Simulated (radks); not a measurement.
Species: B+. Configuration: [He] 2s2. All-electron calculation, non-relativistic Kohn-Sham, LDA (Slater exchange, Perdew-Wang correlation), spin-unpolarised, spherical densities, point nucleus. Program: a radial shooting solver on a logarithmic mesh with Libxc functionals.

Unscreened Slater integrals over Kohn-Sham orbitals (hartree).

integral      value
F0(2s,2s)   0.50668
F0(2s,1s)   0.71315
G0(2s,1s)  0.053408
F0(1s,1s)    2.8458
